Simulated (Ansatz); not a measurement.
Harmonic frequencies (cm⁻¹) at PBE0-D4/def2-TZVP from Ansatz: 44, 156, 208, 310, 415, 422, 626, 654, 852, 912, 929, 936, 962, 1078, 2196, 2253, 2262, 2663.

Each molecule was computed in one conformer, which needn't be the lowest.

Problem. Which molecule is it?
A. `[SiH3]C(S)=[Se]`
B. `SB[SiH2][SeH]`
C. `[CH3][Al]1[BH][NH]1`
D. `C1S[SiH2][Se]1`

Solution. A.
